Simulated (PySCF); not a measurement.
W(NMe)(S)(OH)2 (CH5NO2SW), SMILES C[N]=[W]([OH])([OH])=[S], multiplicity 1. Geometry optimised at PBE-D3(BJ)/def2-SVP. The multiplicity is an assumed one; other spin states were not compared. The def2 effective core potentials stand for the cores of W; spin–orbit coupling is left out. The values are those of a single conformer.

These are PBE-D3(BJ)/def2-SVP (PySCF) values and carry that method's errors.

Harmonic wavenumbers (cm⁻¹): 92, 111, 119, 186, 187, 193, 239, 246, 316, 340, 517, 599, 600, 646, 695, 710, 1055, 1065, 1326, 1374, 1394, 1395, 2922, 3008, 3019, 3758, 3761. Rotational constants (GHz): 1.951, 1.664, 1.345; symmetry number 1.

Question: Work out the zero-point energy and the ideal-gas rigid-rotor harmonic-oscillator thermochemistry at 298.15 K and 1 atm.

Answer: ZPE = ½ Σ hcν = ½ × 29873 cm⁻¹ = 178.68 kJ/mol. H − E(el) = 206.06 kJ/mol. Entropy in J/(mol K): translation 178.97, rotation 120.03, vibration 106.93, total 405.94. G − E(el) = 85.03 kJ/mol. Cp = 138.47 J/(mol K). Modes under 150 cm⁻¹ make the vibrational entropy uncertain.
